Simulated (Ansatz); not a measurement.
The inner images of a band of C₃H₈BN (13 atoms, charge 0, multiplicity 1) are given out of order.

Level of theory: Ansatz 0.2.0, RKS r2SCAN/cc-pVDZ.

First end point:

```xyz
13
Properties=species:S:1:pos:R:3
N -0.734 1.562 0.623
C -0.986 0.153 0.323
C 0.045 -0.383 -0.660
B 0.789 -1.671 -0.274
C 1.520 -0.331 -0.197
H -1.463 1.910 1.251
H -0.833 2.105 -0.239
H -1.996 -0.070 -0.084
H -0.919 -0.397 1.281
H -0.153 -0.135 -1.711
H 0.764 -2.853 -0.105
H 2.280 -0.098 -0.953
H 1.708 0.174 0.759
```

Last end point:

```xyz
13
Properties=species:S:1:pos:R:3
N -1.190 1.592 0.444
C -1.115 0.140 0.284
C 0.037 -0.376 -0.578
B 0.801 -1.660 -0.233
C 1.476 -0.302 -0.002
H -0.297 1.914 0.832
H -1.219 2.015 -0.489
H -2.072 -0.212 -0.139
H -1.050 -0.300 1.295
H -0.053 -0.100 -1.639
H 0.829 -2.849 -0.132
H 2.285 0.040 -0.658
H 1.588 0.063 1.029
```

Task: Put them in order from the first end to the last, with their energies above the first end.
A.
```xyz
13
Properties=species:S:1:pos:R:3
N -1.233 1.508 0.464
C -1.147 0.077 0.180
C 0.071 -0.376 -0.635
B 0.859 -1.601 -0.161
C 1.474 -0.207 0.004
H -0.452 1.765 1.075
H -1.049 2.022 -0.403
H -2.060 -0.234 -0.357
H -1.176 -0.449 1.151
H 0.007 -0.130 -1.703
H 0.896 -2.773 0.065
H 2.287 0.106 -0.661
H 1.544 0.258 0.998
```
B.
```xyz
13
Properties=species:S:1:pos:R:3
N -0.705 1.522 0.632
C -1.006 0.142 0.260
C 0.051 -0.406 -0.696
B 0.799 -1.654 -0.202
C 1.507 -0.302 -0.185
H -1.401 1.863 1.298
H -0.786 2.120 -0.194
H -2.004 -0.022 -0.201
H -1.012 -0.445 1.199
H -0.129 -0.203 -1.759
H 0.773 -2.820 0.058
H 2.287 -0.107 -0.931
H 1.646 0.279 0.736
```
C.
```xyz
13
Properties=species:S:1:pos:R:3
N -0.734 1.486 0.566
C -1.037 0.119 0.204
C 0.055 -0.429 -0.724
B 0.809 -1.638 -0.157
C 1.484 -0.269 -0.157
H -1.215 1.835 1.389
H -0.799 2.144 -0.207
H -2.021 -0.075 -0.279
H -1.060 -0.458 1.148
H -0.103 -0.243 -1.793
H 0.791 -2.791 0.153
H 2.293 -0.075 -0.872
H 1.557 0.358 0.744
```
D.
```xyz
13
Properties=species:S:1:pos:R:3
N -0.952 1.483 0.491
C -1.072 0.094 0.179
C 0.064 -0.423 -0.722
B 0.820 -1.619 -0.138
C 1.479 -0.238 -0.133
H -1.069 1.828 1.429
H -0.721 2.149 -0.230
H -2.029 -0.179 -0.316
H -1.075 -0.458 1.139
H -0.082 -0.244 -1.793
H 0.816 -2.771 0.179
H 2.298 -0.048 -0.838
H 1.542 0.389 0.768
```
E.
```xyz
13
Properties=species:S:1:pos:R:3
N -1.210 1.507 0.464
C -1.131 0.078 0.164
C 0.062 -0.386 -0.684
B 0.835 -1.587 -0.131
C 1.473 -0.196 -0.077
H -0.690 1.730 1.313
H -0.770 2.049 -0.282
H -2.050 -0.233 -0.363
H -1.149 -0.460 1.130
H -0.046 -0.194 -1.759
H 0.848 -2.744 0.166
H 2.284 0.025 -0.783
H 1.563 0.375 0.857
```

Result: B (+0.006 eV), C (+0.071 eV), D (+0.220 eV), E (+0.002 eV), A (-0.052 eV).

The run took 83 s on 2 threads of Intel(R) Xeon(R) 6975P-C (Granite Rapids), with other jobs on the host, peak memory 0.19 GiB.
